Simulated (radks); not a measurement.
Species: Sr. Configuration: [Kr] 5s2.

Method: non-relativistic Kohn-Sham, PBEsol, spin-unpolarised, spherical densities, point nucleus; relativity is left out, which matters for an element this heavy; computed with a radial shooting solver on a logarithmic mesh with Libxc functionals.

Energy parts (eV):
total: -85201.654
kinetic: 85151.506
electron-nucleus: -203210.370
Hartree: 35617.240
exchange-correlation: -2760.030

Orbitals (lengths in bohr, moments of r in powers of bohr):
orbital  occ.  eigenvalue (eV)      <r>
1s          2        -15601.42  0.04020
2s          2        -2082.793   0.1771
2p          6        -1897.982   0.1523
3s          2        -320.8722   0.5038
3p          6        -253.2564   0.5036
3d         10        -130.7659   0.4969
4s          2         -39.5667    1.384
4p          6         -22.9247    1.574
5s          2          -3.4869    4.381

The highest occupied level is 5s at -3.487 eV. Virial ratio -V/T = 2.00059. The electron density at the nucleus is 3.802e+04 e/bohr^3.
